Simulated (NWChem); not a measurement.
System meant: Mg

Input file for NWChem:

```
start job
memory heap 200 mb stack 900 mb global 1100 mb
geometry units angstroms noautoz
  Mg     0.000000     0.000000     0.000000
end
basis spherical
  Mg library def2-svp
end
dft
  xc xpbe96 cpbe96
  iterations 4
  mulliken
end
task dft energy
```

End of the output:

```
 Vector    8  Occ=0.000000D+00  E=-4.748481D-02
              MO Center=  2.2D-15,  3.0D-15,  6.2D-16, r^2= 5.3D+00
   Bfn.  Coefficient  Atom+Function         Bfn.  Coefficient  Atom+Function
  ----- ------------  ---------------      ----- ------------  ---------------
    13      0.692864  1 Mg pz                12     -0.446019  1 Mg py
    10      0.223007  1 Mg pz                 7      0.143292  1 Mg pz
     9     -0.143557  1 Mg py                 6     -0.092241  1 Mg py

 Vector    9  Occ=0.000000D+00  E=-4.748481D-02
              MO Center=  9.3D-17, -2.8D-15, -1.3D-15, r^2= 5.3D+00
   Bfn.  Coefficient  Atom+Function         Bfn.  Coefficient  Atom+Function
  ----- ------------  ---------------      ----- ------------  ---------------
    12      0.645884  1 Mg py                13      0.413507  1 Mg pz
    11      0.301442  1 Mg px                 9      0.207886  1 Mg py
     6      0.133576  1 Mg py                10      0.133092  1 Mg pz
     8      0.097023  1 Mg px                 7      0.085518  1 Mg pz
     5      0.062341  1 Mg px

     ---------------------------------------------
      Total Density - Mulliken Population Analysis
     ---------------------------------------------

    Atom       Charge   Shell Charges
 -----------   ------   -------------------------------------------------------
    1 Mg  12    12.00   2.00  1.99  1.53  0.48  5.96  0.04  0.00  0.00

     -------------------------------------------
      Total Density - Lowdin Population Analysis
     -------------------------------------------

    Atom       Charge   Shell Charges
 -----------   ------   -------------------------------------------------------
    1 Mg  12    12.00   2.00  1.99  1.26  0.76  5.81  0.19  0.00  0.00
 ------------------------------------------------------------------------
 dft energy failed                                                                                  0
 ------------------------------------------------------------------------
 ------------------------------------------------------------------------
  current input line :
    14: task dft energy
 ------------------------------------------------------------------------
 ------------------------------------------------------------------------
 This type of error is most commonly associated with calculations not reaching convergence criteria
 ------------------------------------------------------------------------
 For more information see the NWChem manual at https://nwchemgit.github.io

0:dft energy failed:Received an Error in Communication
```

What is wrong, and how is it mended?

Convergence was not reached. Cause: the SCF was allowed too few iterations. This input runs:
```
start job
memory heap 200 mb stack 900 mb global 1100 mb
geometry units angstroms noautoz
  Mg     0.000000     0.000000     0.000000
end
basis spherical
  * library def2-svp
end
dft
  xc xpbe96 cpbe96
  iterations 150
  mulliken
end
task dft energy
```
It converges to -199.87173 Ha (PBE/def2-SVP).
